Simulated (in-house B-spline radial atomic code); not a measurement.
## How G0W0 and RPA depend on the start: Ar⁸⁺

Configuration [He] 2s2 2p6. Computed with an all-electron radial atomic-structure program (B-spline basis): all electrons, scalar-relativistic (spin-free one-electron X2C), finite nucleus, each spin shell either full or empty, empty states to l = 9 with an (l + 1/2)⁻⁴ tail; G0W0 by contour deformation at full frequency.

```tsv
start	mean-field 2p (eV)	G0W0 (eV)	QP weight	RPA correlation (Eh)
Hartree-Fock	-424.89	-423.51	0.989	-0.58354
LDA VWN5	-395.04	-423.33	0.984	-0.62592
PBE	-395.26	-423.09	0.984	-0.6254
PBE0	-403.04	-423.22	0.985	-0.61414
r2SCAN	-398.36	-423.00	0.985	-0.61718
HSE06	-402.53	-423.23	0.985	-0.61467
B3LYP (VWN-RPA)	-401.76	-423.17	0.985	-0.61668
SCAN	-398.57	?	?	?
TPSS	-395.98	-423.05	0.984	-0.62236
BHandHLYP	-410.85	-423.31	0.986	-0.60372
CAM-B3LYP	-403.66	-423.22	0.985	-0.61423
LC-wPBE	-401.24	?	?	?
wB97X	-403.89	-423.04	0.986	-0.61276
PBEsol	-394.89	-423.20	0.984	-0.62542
BLYP	-395.37	-423.04	0.983	-0.62574
r2SCAN0	-405.29	-423.14	0.986	-0.60849
LDA exchange-only	-392.50	-423.44	0.983	-0.62601
```

(1) What G0W0 level, weight and RPA correlation energy follow from the LC-wPBE start?

(2) What G0W0 level, weight and RPA correlation energy follow from the SCAN start?

(3) How much of the dependence on the start does G0W0 remove?

Results:

(1) G0W0 level -423.32 eV, weight 0.985, RPA correlation -0.61754 hartree.

(2) G0W0 level -422.92 eV, weight 0.985, RPA correlation -0.61679 hartree.

(3) The mean-field levels span 32.4 eV and the G0W0 levels 0.586 eV. Against 422.6 ± 0.06 eV (NIST, semi-empirical) the G0W0 removal energies are off by +0.32 to +0.91 eV, with spin-orbit coupling, Breit and QED terms left out.
